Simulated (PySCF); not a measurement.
C2H5O, SMILES O[CH]C, multiplicity 2.

Coordinates come from a PBE0-D3(BJ)/def2-TZVP optimisation. The isomer is the one that the SMILES or the coordinates give; other isomers of the formula were not compared. One conformer was computed; it need not be the lowest.

These are SMD-B3LYP/6-31G* (PySCF) values and carry that method's errors.

Solvation free energies are E(SMD) − E(gas) at the gas-phase geometry, for 1 M in both phases. In vacuum the dipole moment is 1.39 D.

Computed solvation free energies in water, tetrahydrofuran, N,N-dimethylformamide:
```tsv
solvent	ΔG(solv) (kcal/mol)	its non-electrostatic (CDS) part	dipole (D)
water	-3.3	3.2	1.79
tetrahydrofuran	-3.1	-0.6	1.57
N,N-dimethylformamide	-3.3	-0.2	1.62
```
